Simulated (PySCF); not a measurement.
Computed with PBE-D3(BJ)/def2-TZVP // r2SCAN-D4/def2-TZVP run with PySCF. All species are isolated molecules in the gas phase. One relaxed conformer stands for a flexible species; it need not be the lowest. Delta-SCF ions had no search for a lower state. 

Reference species (SMILES): `Cl[Si](Cl)(S)Cl` (neutral, multiplicity 1).

| Item | Value |
|---|---|
| LUMO | -1.61 eV |
| HOMO–LUMO gap | 5.31 eV |
| vertical ionisation energy (Delta-SCF) | 9.92 eV |

After one change: the LUMO falls by 0.08 eV; the HOMO–LUMO gap decreases by 0.53 eV; the vertical ionisation energy (Delta-SCF) falls by 0.69 eV.

Problem. Name the change that produced these shifts. The new species is one of these.
(A) `S[Si](S)(S)Cl`
(B) `S[Si](S)(S)S`
(C) `S[Si](S)(Cl)Cl` (H–S–Si–Cl torsion 53°, Cl–Si–S–H torsion -53°)

Solution. C, `S[Si](S)(Cl)Cl` (H–S–Si–Cl torsion 53°, Cl–Si–S–H torsion -53°)
